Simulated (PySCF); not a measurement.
Job file and geometry (Å, from GFN2-xTB) of an NMR shielding run on `OC[C@H]([SiH3])[SiH2]/C=C\CF`, C₅H₁₃FOSi₂, GIAO PBE0/pcSseg-1 NMR shielding, non-relativistic, gas phase in PySCF 2.14.0, density-fitted response routines; density fitting, a coarse starting grid and PySCF grid level 2 are the driver's defaults:

```
$ OMP_NUM_THREADS=1 python probes_run.py task.json out

{"job": {"kind": "nmr", "xc": "PBE0", "basis": "pcSseg-1"}, "charge": 0, "multiplicity": 1}
O     -3.218377     0.778280    -1.265187
C     -1.966539     0.131359    -1.349767
C     -1.549791    -0.449215    -0.004684
Si    -2.052001     0.825265     1.334306
Si     0.270539    -0.991970     0.000867
C      1.359741     0.541912    -0.045210
C      2.681679     0.553003     0.051837
C      3.526445    -0.665804     0.222800
F      4.785760    -0.460666    -0.291456
H     -3.882391     0.124919    -1.019861
H     -1.268706     0.910474    -1.665536
H     -1.985386    -0.641304    -2.131959
H     -2.147089    -1.352066     0.167088
H     -3.490677     0.747673     1.602651
H     -1.338645     0.487391     2.571118
H     -1.686837     2.171495     0.903060
H      0.533519    -1.789722     1.206839
H      0.536523    -1.839991    -1.174893
H      0.862022     1.499028    -0.136860
H      3.250401     1.475281     0.025178
H      3.665363    -0.900584     1.286897
H      3.104034    -1.536157    -0.288079
```

**Question.** Write the output of this run.

**Answer.** 
```
coarse grid: 18912 points
cycle   1  E = -951.4576122098  dE =  7.980e-01  |g| = 7.822e-01  |ddm| = 4.100e+00
cycle   2  E = -951.3636210189  dE =  9.399e-02  |g| = 1.078e+00  |ddm| = 1.496e+00
cycle   3  E = -951.5711474128  dE = -2.075e-01  |g| = 9.423e-02  |ddm| = 9.828e-01
cycle   4  E = -951.5725912371  dE = -1.444e-03  |g| = 4.429e-02  |ddm| = 1.069e-01
cycle   5  E = -951.5730416652  dE = -4.504e-04  |g| = 1.220e-02  |ddm| = 4.180e-02
cycle   6  E = -951.5730715598  dE = -2.989e-05  |g| = 5.145e-03  |ddm| = 1.362e-02
cycle   7  E = -951.5730781864  dE = -6.627e-06  |g| = 8.489e-04  |ddm| = 5.091e-03
final grid: 172544 points
cycle   8  E = -951.6422771133  dE = -4.104e-05  |g| = 1.069e-02  |ddm| = 3.065e-02
cycle   9  E = -951.6422552015  dE =  2.191e-05  |g| = 1.510e-02  |ddm| = 1.978e-02
cycle  10  E = -951.6423015201  dE = -4.632e-05  |g| = 1.149e-03  |ddm| = 1.165e-02
cycle  11  E = -951.6423017852  dE = -2.650e-07  |g| = 2.748e-04  |ddm| = 1.227e-03
cycle  12  E = -951.6423017995  dE = -1.434e-08  |g| = 1.177e-04  |ddm| = 3.133e-04
cycle  13  E = -951.6423018021  dE = -2.643e-09  |g| = 3.450e-05  |ddm| = 1.068e-04
cycle  14  E = -951.6423018024  dE = -2.628e-10  |g| = 1.110e-05  |ddm| = 3.738e-05
converged SCF energy = -951.6423018024

GIAO shielding tensors (ppm)
atom      isotropic    diamagn.    paramagn.     s11        s22        s33       span
  0 O      263.834     388.092    -124.259    236.500    272.492    282.509     46.009
  1 C      120.724     246.058    -125.333     89.214    114.172    158.787     69.573
  2 C      175.372     258.084     -82.713    157.635    171.743    196.737     39.101
  3 Si     423.764     880.638    -456.874    398.305    412.284    460.703     62.398
  4 Si     410.934     883.668    -472.734    379.651    398.423    454.727     75.075
  5 C       62.903     265.464    -202.561    -48.828     61.202    176.335    225.163
  6 C       25.898     251.769    -225.871    -95.244     33.947    138.991    234.235
  7 C       99.762     248.846    -149.084     68.631     81.228    149.427     80.796
  8 F      422.632     465.707     -43.075    383.704    416.340    467.852     84.148
  9 H       31.251      31.559      -0.308     24.327     28.281     41.143     16.816
 10 H       27.998      31.389      -3.391     22.680     29.538     31.778      9.098
 11 H       27.337      30.591      -3.254     21.581     28.131     32.298     10.717
 12 H       31.000      33.684      -2.683     27.479     28.862     36.659      9.181
 13 H       27.610      29.861      -2.251     23.535     26.006     33.289      9.754
 14 H       28.015      30.280      -2.264     24.447     26.688     32.910      8.463
 15 H       27.773      30.014      -2.241     24.918     25.781     32.621      7.704
 16 H       27.404      31.988      -4.584     23.462     26.738     32.012      8.550
 17 H       27.213      31.444      -4.231     23.328     26.398     31.913      8.585
 18 H       25.776      35.230      -9.454     22.786     24.035     30.507      7.721
 19 H       24.525      30.320      -5.795     21.949     23.439     28.189      6.240
 20 H       26.251      28.522      -2.270     21.915     27.468     29.370      7.455
 21 H       26.575      29.993      -3.418     21.869     25.953     31.903     10.033
```

Size and cost of the density-fitted run: 232 basis functions, 2 min wall time on 1 thread of an Arm Neoverse N1, shared host; peak memory 1 GiB.
